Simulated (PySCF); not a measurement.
C4H5FO2.
SMILES with atom numbers: `[O:1]=[C:2]1[CH2:3][O:4][C@H:5]1[CH2:6][F:7]` (hydrogens: H8, H9 on C3; H10 on C5; H11, H12 on C6)

Computed by this run: PySCF 2.14.0, PBE0-D3(BJ)/def2-SVP geometry optimisation, gas phase; density fitting, grid level 1; the optimiser is geomeTRIC in internal coordinates, started from a GFN2-xTB structure with every atom displaced at random (about 0.01 Å).

Geometry at step 1:
```
atom  x, y, z in Å
O1     -0.0487    0.7754    2.1916
C2      0.2276    0.5489    1.0742
C3      1.4851    0.5662    0.2133
O4      0.6824    0.5173   -0.9706
C5     -0.5661    0.3313   -0.2319
C6     -1.1136   -1.0250   -0.5692
F7     -0.2949   -2.0173   -0.0935
H8      1.9518    1.5763    0.3909
H9      2.2057   -0.2387    0.3000
H10    -1.2186    1.1919   -0.5244
H11    -1.2007   -1.1120   -1.6564
H12    -2.1114   -1.0441   -0.1108
```

Problem. What forces act on the atoms?

Solution. 
```json
{"atom": "O1", "Fx (eV/Å)": "-0.343", "Fy (eV/Å)": "0.202", "Fz (eV/Å)": "1.467"}
{"atom": "C2", "Fx (eV/Å)": "0.218", "Fy (eV/Å)": "-0.858", "Fz (eV/Å)": "-1.685"}
{"atom": "C3", "Fx (eV/Å)": "-0.624", "Fy (eV/Å)": "1.669", "Fz (eV/Å)": "0.133"}
{"atom": "O4", "Fx (eV/Å)": "0.115", "Fy (eV/Å)": "-0.179", "Fz (eV/Å)": "0.852"}
{"atom": "C5", "Fx (eV/Å)": "1.177", "Fy (eV/Å)": "0.818", "Fz (eV/Å)": "-1.494"}
{"atom": "C6", "Fx (eV/Å)": "-0.342", "Fy (eV/Å)": "0.601", "Fz (eV/Å)": "0.666"}
{"atom": "F7", "Fx (eV/Å)": "-0.242", "Fy (eV/Å)": "0.249", "Fz (eV/Å)": "0.004"}
{"atom": "H8", "Fx (eV/Å)": "0.185", "Fy (eV/Å)": "-0.659", "Fz (eV/Å)": "-0.376"}
{"atom": "H9", "Fx (eV/Å)": "0.396", "Fy (eV/Å)": "-0.464", "Fz (eV/Å)": "0.140"}
{"atom": "H10", "Fx (eV/Å)": "-0.301", "Fy (eV/Å)": "-0.672", "Fz (eV/Å)": "0.427"}
{"atom": "H11", "Fx (eV/Å)": "-0.010", "Fy (eV/Å)": "-0.050", "Fz (eV/Å)": "-0.226"}
{"atom": "H12", "Fx (eV/Å)": "-0.229", "Fy (eV/Å)": "-0.656", "Fz (eV/Å)": "0.094"}
```

The largest, 2.07 eV/Å, acts on C5; the rms over all components is 0.697 eV/Å. The forces sum to zero within rounding, as they must for an isolated molecule in no field.

Problem. Give the force on C5 in Eh/bohr and in nN.

Solution. 2.071 eV/Å ÷ 51.422 = 0.04027 Eh/bohr, and 2.071 eV/Å × 1.602 = 3.32 nN.

Problem. How far is this geometry from the end of the optimisation?

Solution. 0.242 eV above it, and 0.097 Å rms away after alignment. The bonds farthest from their final lengths, with half the difference of the two atoms' forces along the bond (positive lengthens):

```csv
bond,now (Å),final (Å),force along bond (eV/Å)
O4–C5,1.462,1.428,-1.11
C3–H8,1.127,1.104,-0.92
C3–H9,1.084,1.105,+1.13
O1=C2,1.173,1.189,+1.67
C5–H10,1.119,1.107,-0.39
C6–H11,1.094,1.103,+0.46
```

The angle farthest from its final value is C2–C3–H8, 105.2° against 115.7°.

Of the 5 listed bonds off by 0.010 Å or more, this force points towards the final length in 5.

The cost below is that of the whole optimisation. Time: 57 s; peak memory 0.53 GiB. Hardware: one thread of an Arm Neoverse V2, no GPU, on a shared host.
